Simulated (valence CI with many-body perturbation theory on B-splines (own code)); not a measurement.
**Level structure of Sb XIX**

Level of theory: configuration interaction combined with many-body perturbation theory (CI+MBPT): five valence electrons over a frozen Dirac-Fock core [Ar] 3d10, a basis of 11 s, 11 p, 10 d, 8 f, 5 g, 2 h functions for each j, with the one-electron correlation potential Σ1 (screened to all orders), the two-electron term Σ2, the three-electron term Σ3, Breit, model QED; selected single and double excitations, second order for the rest, scaled by the run's own slope (own B-spline code, finite nucleus).

No measured spectrum was set against this ion. As an estimate, levels hold to about 250 cm⁻¹ or 0.2 % of their energy and the worst to 1 %, as in measured heavy ions of charge 2 to 7; those with d or f electrons hold less well. Among the levels kept, up to 2100 cm⁻¹ of a level comes from second order outside the variational space, and about a tenth of that is noise between levels of different J, which matters for small intervals.

Levels 1 to 45 of 168, with energies above the lowest level, 4s²4p³ ⁴S°_3/2. "Leading %" is the weight of the configuration and term that name the level; weights of strongly mixed levels are sums over their largest components and can fall short. In the jj column 3d3/2^4 stands for four electrons in 3d with j = 3/2. Lifetimes count E1, E2, E3, M1 and M2 decay at the calculated energies, and are blank where another channel may lead or the interval is too uncertain; long ones can be off by a factor of two.

```tsv
No.	Configuration	Term	J	E (cm⁻¹)	Leading %	Second component	Leading jj	Lifetime
1	4s²4p³	⁴S°	3/2	0	48	33 % 4s²4p³ ²P°	4s^2 4p1/2^2 4p3/2 (91 %)	
2	4s²4p³	²D°	3/2	74708	53	40 % 4s²4p³ ⁴S°	4s^2 4p1/2 4p3/2^2 (92 %)	111 μs
3	4s²4p³	²D°	5/2	96298	98		4s^2 4p1/2 4p3/2^2 (98 %)	544 μs
4	4s²4p³	²P°	1/2	126220	98		4s^2 4p1/2 4p3/2^2 (98 %)	80.2 μs
5	4s²4p³	²P°	3/2	200180	60	27 % 4s²4p³ ²D°	4s^2 4p3/2^3 (95 %)	30.5 μs
6	4s4p⁴	⁴P	5/2	425180	82	12 % 4s4p⁴ ²D	4s 4p1/2^2 4p3/2^2 (87 %)	139 ps
7	4s4p⁴	⁴P	3/2	473790	64	17 % 4s4p⁴ ²D	4s 4p1/2^2 4p3/2^2 (53 %)	59.2 ps
8	4s4p⁴	⁴P	1/2	479060	66	26 % 4s4p⁴ ²S	4s 4p1/2^2 4p3/2^2 (68 %)	63.1 ps
9	4s4p⁴	²D	3/2	531070	48	27 % 4s4p⁴ ⁴P	4s 4p1/2 4p3/2^3 (64 %)	51.0 ps
10	4s4p⁴	²D	5/2	554900	74	12 % 4s4p⁴ ⁴P	4s 4p1/2 4p3/2^3 (82 %)	67.7 ps
11	4s4p⁴	²P	1/2	594680	36	31 % 4s4p⁴ ²S	4s 4p1/2 4p3/2^3 (52 %)	19.9 ps
12	4s4p⁴	²P	3/2	600520	25	20 % 4s²4p²4d ²P	4s 4p1/2 4p3/2^3 (44 %)	40.1 ps
13	4s²4p²4d	⁴F	3/2	614900	48	29 % 4s4p⁴ ²P	4s^2 4p1/2^2 4d3/2 (42 %)	24.5 ps
14	4s²4p²4d	⁴F	5/2	635440	43	28 % 4s²4p²4d ⁴D	4s^2 4p1/2^2 4d5/2 (71 %)	51.8 ps
15	4s²4p²4d	²F	5/2	673000	59	33 % 4s²4p²4d ⁴F	4s^2 4p1/2 4p3/2 4d3/2 (89 %)	420 ps
16	4s²4p²4d	⁴D	1/2	674690	56	14 % 4s4p⁴ ²S	4s^2 4p1/2 4p3/2 4d3/2 (67 %)	110 ps
17	4s²4p²4d	⁴F	7/2	685300	76	12 % 4s²4p²4d ²G	4s^2 4p1/2 4p3/2 4d5/2 (53 %)	1.54 ns
18	4s²4p²4d	⁴D	3/2	688510	53	23 % 4s²4p²4d ⁴F	4s^2 4p1/2 4p3/2 4d3/2 (72 %)	22.9 ps
19	4s²4p²4d	²F	7/2	691310	45	45 % 4s²4p²4d ⁴D	4s^2 4p1/2 4p3/2 4d5/2 (62 %)	8.54 ns
20	4s4p⁴	²P	1/2	698860	33	32 % 4s²4p²4d ⁴D	4s 4p3/2^4 (42 %)	19.7 ps
21	4s²4p²4d	⁴F	9/2	709350	62	36 % 4s²4p²4d ²G	4s^2 4p1/2 4p3/2 4d5/2 (89 %)	
22	4s²4p²4d	⁴D	5/2	717840	38	28 % 4s²4p²4d ²F	4s^2 4p1/2 4p3/2 4d5/2 (74 %)	24.6 ps
23	4s²4p²4d	²P	3/2	729950	48	20 % 4s²4p²4d ⁴D	4s^2 4p1/2 4p3/2 4d5/2 (65 %)	7.18 ps
24	4s²4p²4d	²G	7/2	751650	59	16 % 4s²4p²4d ⁴F	4s^2 4p1/2 4p3/2 4d5/2 (46 %)	38.2 ps
25	4s²4p²4d	⁴P	5/2	756700	56	18 % 4s²4p²4d ²D	4s^2 4p1/2 4p3/2 4d5/2 (43 %)	3.74 ps
26	4s²4p²4d	⁴P	3/2	762980	48	29 % 4s²4p²4d ²P	4s^2 4p1/2 4p3/2 4d3/2 (56 %)	3.95 ps
27	4s²4p²4d	⁴P	1/2	764740	46	23 % 4s²4p²4d ²S	4s^2 4p1/2 4p3/2 4d3/2 (77 %)	3.88 ps
28	4s²4p²4d	²D	3/2	783830	73	10 % 4s²4p²4d ⁴P	4s^2 4p1/2 4p3/2 4d5/2 (55 %)	11.9 ps
29	4s²4p²4d	²F	7/2	790170	49	34 % 4s²4p²4d ⁴D	4s^2 4p3/2^2 4d5/2 (94 %)	281 ps
30	4s²4p²4d	²D	5/2	800330	65	28 % 4s²4p²4d ²F	4s^2 4p1/2 4p3/2 4d5/2 (44 %)	3.51 ps
31	4s²4p²4d	²G	9/2	801570	62	36 % 4s²4p²4d ⁴F	4s^2 4p3/2^2 4d5/2 (89 %)	67.0 μs
32	4s²4p²4d	²P	1/2	802140	55	17 % 4s4p⁴ ²P	4s^2 4p1/2 4p3/2 4d5/2 (34 %)	4.25 ps
33	4s²4p²4d	²P	1/2	824920	72	11 % 4s²4p²4d ⁴P	4s^2 4p1/2 4p3/2 4d5/2 (44 %)	5.99 ps
34	4s²4p²4d	²D	3/2	833710	53	20 % 4s²4p²4d ⁴P	4s^2 4p3/2^2 4d3/2 (75 %)	3.61 ps
35	4s²4p²4d	²D	5/2	840770	38	32 % 4s²4p²4d ²F	4s^2 4p3/2^2 4d3/2 (52 %)	3.22 ps
36	4s²4p²4d	²D	5/2	860090	86	8 % 4s²4p²4d ⁴D	4s^2 4p3/2^2 4d5/2 (90 %)	88.0 ps
37	4s²4p²4d	²F	7/2	868440	87	7 % 4s²4p²4d ²G	4s^2 4p3/2^2 4d3/2 (64 %)	2.75 ps
38	4s²4p²4d	²P	3/2	878660	58	24 % 4s²4p²4d ²D	4s^2 4p3/2^2 4d5/2 (43 %)	4.28 ps
39	4s²4p²4d	²S	1/2	879490	48	20 % 4s²4p²4d ⁴P	4s^2 4p3/2^2 4d5/2 (42 %)	4.22 ps
40	4s²4p²4d	²D	3/2	911000	79	9 % 4s²4p²4d ²P	4s^2 4p3/2^2 4d5/2 (47 %)	3.54 ps
41	4s²4p²4d	²D	5/2	922460	56	35 % 4s²4p²4d ²F	4s^2 4p3/2^2 4d5/2 (75 %)	3.05 ps
42	4p⁵	²P°	3/2	954500	72	21 % 4s4p³4d ²P°	4p1/2^2 4p3/2^3 (72 %)	27.5 ps
43	4s4p³4d	⁶D°	1/2	993520	81	14 % 4s4p³4d ⁴P°	4s 4p1/2^2 4p3/2 4d3/2 (59 %)	403 ps
44	4s4p³4d	⁶D°	3/2	995650	80	8 % 4s4p³4d ⁴P°	4s 4p1/2^2 4p3/2 4d3/2 (54 %)	195 ps
45	4s4p³4d	⁶D°	5/2	995710	72	9 % 4s4p³4d ⁴D°	4s 4p1/2^2 4p3/2 4d3/2 (56 %)	280 ps
```

Names give the largest LS component (configuration and term), which can be under half, so a name can repeat, a term be missing and a line seem to break the LS rules; names also repeat where a configuration has a term twice.

The ionisation energy to 4s²4p² ³P0 of the next ion comes out as 511.24 eV (NIST: 510 ± 3 eV (theoretical)). All 168 levels together are meant to be complete up to 1516500 cm⁻¹.
